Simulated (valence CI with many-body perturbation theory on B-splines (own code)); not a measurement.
The numbers below are computed, except where a source is named.
**Os XXXVI: input, log and results**

Method: valence CI with perturbative core correlation (CI+MBPT): five valence electrons over a frozen Dirac-Fock core [Kr], radial functions for each j: 7 s, 7 p, 8 d, 6 f, 4 g, 1 h, with the one-electron correlation potential Σ1 (screened to all orders), the two-electron term Σ2, the three-electron term Σ3, Breit, model QED; selected single and double excitations, second order for the rest, scaled by the run's own slope (own B-spline code, finite nucleus).

Command, and the settings that its task file holds:

```sh
python run_cv.py task.json out
```

```
atom Os  Z=76  mass_number=192  rms_radius_fm=5.4126
core [Kr]
valence 4d5
avg = 1
basis = M
beyond = 1
breit = 1
cap = 32000
capref = 2200
cscale = 1
de = 0.0
dress = 0
eps = 2e-08
extrap = 1
h = 0.27
hh = 1
l2 = 3
lcore = 6
maxit = 60
n2 = 5
natural = 1
nlev = 190
nno = [4, 4, 5, 4, 3, 1]
nroot = 40
nsp = [3, 3, 3, 2, 1, 0]
pt2 = 1
qed = 1
rpa = 1
s1 = 1
s2 = 1
s3 = 1
screen = 1
tol = 2e-05
whole = 1
```

Task: Roughly how long does this run take on one core of Intel(R) Xeon(R) Processor @ 2.30GHz, and how much memory?

Result: 15 min on 1 thread of Intel(R) Xeon(R) Processor @ 2.30GHz (shared host), peak memory 1.4 GiB.

Log. The first blocks belong to the next ion, which gives the ionisation energy. Fields: 2J, parity (1 odd), roots, reference size, generating configurations, candidates as configurations/state functions, variational space P, stored matrix elements, Davidson steps; e2 is the range of second-order energies in hartree. The first line gives the box (bohr), its intervals, the orbitals and the steps of their self-consistent field. Window is the range of levels sought, series limit the energy at which the first omitted orbital would enter, core excitation an estimate of the first excitation out of the core, left out the lowest levels not solved, and shifts from estimates the range by which levels moved from their first estimate, all in cm⁻¹.

```
rmax 4.1 intervals 58 orbitals 59 references ['4d5', '4d4 4f', '4d3 4f2', '4d4 5s', '4d4 5p'] scf 5 t 1.3
2J=0 par=0 roots 2 ref 26 generators 6 cand 7162/17694 P 1373/2614 nnz 1.2e+06 it 5
2J=0 par=0 roots 2 ref 26 generators 11 cand 9598/24426 P 2034/4170 nnz 2.6e+06 it 4
   second order: generators 11 cand 8937/22870 e2 -0.00003 -0.00001
reference levels 1532, estimated 383, window 2075532 1/cm; series limit 7973377, core excitation 1324213
2J=5 par=0 roots 10 ref 183 generators 14 cand 12990/429589 P 452/6399 nnz 8.6e+06 it 7
2J=5 par=0 roots 10 ref 183 generators 16 cand 12738/425870 P 2016/27905 nnz 1.4e+08 it 7
   second order: generators 22 cand 18860/691344 e2 -0.00075 -0.00049
2J=7 par=0 roots 7 ref 192 generators 9 cand 12976/478231 P 347/6376 nnz 1e+07 it 5
2J=7 par=0 roots 7 ref 192 generators 12 cand 12789/474529 P 1502/25112 nnz 1.2e+08 it 7
   second order: generators 19 cand 22919/931394 e2 -0.00106 -0.00077
2J=3 par=0 roots 7 ref 141 generators 11 cand 12941/324932 P 515/6396 nnz 9.1e+06 it 6
2J=3 par=0 roots 7 ref 141 generators 12 cand 12645/321177 P 2253/26943 nnz 1.3e+08 it 7
   second order: generators 23 cand 22867/625154 e2 -0.00047 -0.00028
2J=11 par=0 roots 3 ref 150 generators 9 cand 12643/423778 P 492/6392 nnz 9.7e+06 it 4
2J=11 par=0 roots 3 ref 150 generators 12 cand 12367/420030 P 1997/25937 nnz 1.3e+08 it 6
   second order: generators 17 cand 17732/670890 e2 -0.00033 -0.00033
2J=9 par=0 roots 5 ref 181 generators 9 cand 12869/472695 P 395/6389 nnz 1e+07 it 5
2J=9 par=0 roots 5 ref 181 generators 12 cand 12643/468964 P 1617/25491 nnz 1.3e+08 it 8
   second order: generators 18 cand 19107/766526 e2 -0.00092 -0.00056
2J=1 par=0 roots 4 ref 77 generators 9 cand 12684/174255 P 932/6400 nnz 8.7e+06 it 5
2J=1 par=0 roots 4 ref 77 generators 12 cand 12089/170424 P 2981/22520 nnz 6.5e+07 it 6
   second order: generators 16 cand 16832/260039 e2 -0.00016 -0.00009
2J=13 par=0 roots 1 ref 112 generators 2 cand 7164/242207 P 568/6393 nnz 1.2e+07 it 4
2J=13 par=0 roots 1 ref 112 generators 5 cand 10889/336709 P 1652/19953 nnz 8.5e+07 it 5
   second order: generators 8 cand 13587/409926 e2 -0.00016 -0.00016
2J=5 par=1 roots 40 ref 61 generators 13 cand 15330/496761 P 318/6372 nnz 7.1e+06 it 11
2J=5 par=1 roots 40 ref 61 generators 20 cand 16039/506418 P 1149/31072 nnz 1.2e+08 it 10
   second order: generators 37 cand 34904/1479415 e2 -0.00812 -0.00370
2J=7 par=1 roots 40 ref 63 generators 12 cand 14480/547455 P 297/6389 nnz 7.3e+06 it 8
...
2J=15 par=1 roots 13 ref 15 generators 14 cand 14417/318335 P 1782/29731 nnz 1.2e+08 it 7
   second order: generators 26 cand 27937/996438 e2 -0.00293 -0.00164
2J=17 par=1 roots 6 ref 6 generators 4 cand 5800/77072 P 608/6397 nnz 7.4e+06 it 5
2J=17 par=1 roots 6 ref 6 generators 9 cand 12472/220951 P 2522/30375 nnz 1.2e+08 it 9
   second order: generators 18 cand 22295/642375 e2 -0.00107 -0.00093
2J=19 par=1 roots 2 ref 2 generators 2 cand 3015/30906 P 779/6391 nnz 8.2e+06 it 4
2J=19 par=1 roots 2 ref 2 generators 6 cand 9912/137526 P 2725/26151 nnz 1.2e+08 it 5
   second order: generators 13 cand 21239/448015 e2 -0.00008 -0.00008
left out: unestimated 3299037, estimated 2180126, shifts from estimates -769 to 158
operators 3.9
```

The Davidson iterations converged.

The last digits are not significant, and no measured levels were compared; by estimate large intervals hold to a few tenths of a per cent, small ones and those within an open d or f shell to about a per cent. The list stops below the first excitations out of the core.

```yaml
Valence_energy: -304.949 hartree
Ionisation_energy: "1529.1 eV (NIST: 1528 ± 5 eV (theoretical))"
Reference_configurations_for_the_orbitals: 4d5, 4d4 4f, 4d3 4f2, 4d4 5s, 4d4 5p
Radial_orbitals: 59
Box_radius: 4.148 bohr
Largest_variational_space: 31991
Lowest_levels: (4d3/2^4 4d5/2) J=5/2 0, (4d3/2^3 4d5/2^2) J=5/2 [a] 122940, (4d3/2^3 4d5/2^2) J=7/2 [a] 161670, (4d3/2^3 4d5/2^2) J=3/2 [a] 165970, (4d3/2^3 4d5/2^2) J=11/2 169760, (4d3/2^3 4d5/2^2) J=9/2 182850, (4d3/2^3 4d5/2^2) J=5/2 [b] 191860, (4d3/2^3 4d5/2^2) J=1/2 199780, (4d3/2^3 4d5/2^2) J=7/2 [b] 207260, (4d3/2^3 4d5/2^2) J=3/2 [b] 254670, (4d3/2^2 4d5/2^3) J=5/2 [a] 283350, (4d3/2^2 4d5/2^3) J=7/2 [a] 308580, (4d3/2^2 4d5/2^3) J=11/2 313970, (4d3/2^2 4d5/2^3) J=9/2 [a] 318950 cm⁻¹
```

Levels are named by their leading jj configuration (3d3/2^4 stands for four electrons in 3d with j = 3/2), which in mixed levels can hold well under half, so a name can repeat and another be missing. Letters in brackets count levels of one name in rising energy.
